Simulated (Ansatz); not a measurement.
Mulliken charges of ClFGeH3NO, SMILES `[NH2][Ge]([OH])([F])[Cl]` from r2SCAN/def2-TZVPP in Ansatz (PBE0-D4/def2-TZVP geometry).

| atom | x (Å) | y (Å) | z (Å) | charge (e) |
| --- | --- | --- | --- | --- |
| N1 | -1.010 | 0.861 | 0.576 | -0.397 |
| Ge2 | 0.084 | -0.237 | -0.322 | 0.939 |
| O3 | 0.774 | -1.365 | 0.816 | -0.407 |
| F4 | -0.881 | -1.043 | -1.496 | -0.354 |
| Cl5 | 1.677 | 0.629 | -1.465 | -0.306 |
| H6 | -0.580 | 1.372 | 1.334 | 0.159 |
| H7 | -1.565 | 1.479 | 0.002 | 0.160 |
| H8 | 1.594 | -1.754 | 0.500 | 0.206 |

**Question.** By hand: the dipole of these point charges (1 e Å = 4.8032 D).

**Answer.** Σ q r = (-0.051, 0.261, 0.430) e Å, of length 0.506 e Å = 2.43 D.

**Question.** How does the dipole of the full density compare? (Estimate.)

**Answer.** The calculation gave: (0.134, 0.337, 0.243) e Å, 2.10 D; the point charges give 1.16 times that, at 33° from its direction.

Point charges leave out the atoms' own dipoles, such as those of lone pairs, and Mulliken's split depends on the basis, so the two needn't agree.
